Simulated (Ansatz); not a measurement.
`C=C[Si](N)(N)F` + `N[SiH2][SiH2]Cl` → `N[Si](N)(N)F` + `C=C[SiH2][SiH2]Cl`  (redistribution)

Calculated with Ansatz (gas phase, PBE0-D4/def2-TZVP geometries, no zero-point term in ΔE). CCSD(T)/CBS adds triple-zeta CCSD(T) − MP2 to the extrapolated MP2 energy (def2 sets, frozen cores). Functionals use def2-TZVPP. B3LYP here is the variant with VWN-RPA as its local correlation; programs differ in this. Each species was taken in one conformer, which may not be the lowest.

`C=C[Si](N)(N)F`:

Cartesian coordinates in Å:
```
C 1.929 -0.083 -1.252
C 1.120 0.469 -0.350
Si -0.520 -0.247 0.131
N -0.489 -0.528 1.803
N -1.931 0.655 -0.182
F -0.684 -1.549 -0.796
H 1.666 -1.009 -1.755
H 2.881 0.361 -1.527
H 1.440 1.399 0.119
H 0.360 -0.806 2.267
H -1.310 -0.838 2.296
H -2.148 1.476 0.356
H -2.316 0.700 -1.111
```

`N[SiH2][SiH2]Cl`:

Z-matrix (Å, degrees):
```
Si
Si 1 2.342
N 1 1.718 2 105.7
H 1 1.495 2 108.2 3 -125.3
H 1 1.488 2 110.9 3 117.7
Cl 2 2.076 1 106.4 3 45.5
H 2 1.485 1 113.6 3 163.4
H 2 1.485 1 113.3 3 -71.8
H 3 1.008 1 118.9 2 -45.8
H 3 1.007 1 120.6 2 170.4
```

`N[Si](N)(N)F`:

```xyz
11

N    -0.873    0.567    1.247
Si    0.113    0.286   -0.108
N     1.435   -0.688    0.323
N    -0.784   -0.442   -1.354
F     0.668    1.696   -0.644
H    -0.674    1.276    1.931
H    -1.842    0.303    1.230
H     1.527   -1.034    1.261
H     2.304   -0.694   -0.183
H    -1.344    0.080   -2.005
H    -0.530   -1.351   -1.698
```

`C=C[SiH2][SiH2]Cl`:

Cartesian coordinates in Å:
```
C -1.948 0.102 1.315
C -1.087 -0.582 0.565
Si -0.246 0.132 -0.931
Si 2.062 0.237 -0.550
Cl 2.700 -1.663 -0.031
H -2.411 -0.329 2.198
H -2.229 1.124 1.077
H -0.842 -1.602 0.855
H -0.465 -0.717 -2.135
H -0.772 1.501 -1.192
H 2.404 1.142 0.577
H 2.834 0.655 -1.749
```

```csv
level,ΔE (kcal/mol),difference from CCSD(T)/CBS
PBE-D4,-4.3,0.0
r2SCAN-D4,-4.4,-0.1
PBE0-D4,-4.5,-0.2
B3LYP-D4,-4.2,0.1
ωB97X-V,-4.0,0.3
ωB97M-V,-4.2,0.1
B2PLYP,-4.3,0.0
PBE,-4.4,-0.1
r2SCAN,-4.4,-0.1
PBE0,-4.6,-0.3
B3LYP,-4.3,0.0
HF/def2-TZVPP,-4.2,0.1
MP2/def2-TZVPP,-4.3,0.0
SCS-MP2/def2-TZVPP,-4.0,0.3
CCSD/def2-TZVPP,-4.2,0.1
CCSD(T)/def2-TZVPP,-4.2,0.1
HF/def2-QZVPP,-4.3,0.0
MP2/def2-QZVPP,-4.4,-0.1
SCS-MP2/def2-QZVPP,-4.1,0.2
HF/CBS(def2),-4.4,-0.1
MP2/CBS(def2),-4.5,-0.2
CCSD/CBS(def2),-4.4,-0.1
CCSD(T)/CBS,-4.3,0
```

Largest T1 diagnostic among the species: 0.011.
